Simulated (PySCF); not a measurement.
## Trend along the alkali metals: MBi cations

MP2 with double-zeta basis sets in PySCF, for the lowest determinant that a PBE0 search found; no spin–orbit coupling. De refers to high-spin ground-configuration atoms (the charge goes to the atom of lower measured ionisation energy or higher electron affinity, which is not always the lowest computed limit).

```tsv
M	basis	reference, frozen orbitals	charged atom	state (unpaired electrons)	Re (Å)	ωe (cm⁻¹)	De (eV)
Li	cc-pVDZ/cc-pVDZ-PP	UHF, 4	Li+	quartet (σ ↑, π ↑↑)	3.037	218	n/a
Na	def2-SVP	UHF, 5	Na+	quartet (σ ↑, π ↑↑)	3.505	91.2	n/a
K	def2-SVP	UHF, 9	K+	quartet (σ ↑, π ↑↑)	4.008	54.9	n/a
Rb	def2-SVP	UHF, 4	Rb+	quartet (σ ↑, π ↑↑)	4.189	33.6	n/a
Cs	def2-SVP	UHF, 4	Cs+	quartet (σ ↑, π ↑↑)	4.395	28.0	n/a
```

The shortest bond is that of LiBi⁺ (3.037 Å), the longest that of CsBi⁺ (4.395 Å).

The rows differ in basis set, which adds steps of its own.

Down a group the atoms grow and get heavier, so bonds lengthen and wavenumbers fall; this series shows no clear exception.

Correlated steps freeze the inner cores (4 to 9 orbitals); shallow outer-core shells are correlated. These are scalar-relativistic numbers at best; spin–orbit coupling would shift them, the dissociation energy most. States were picked by a PBE0 search and need not be the measured ground states.
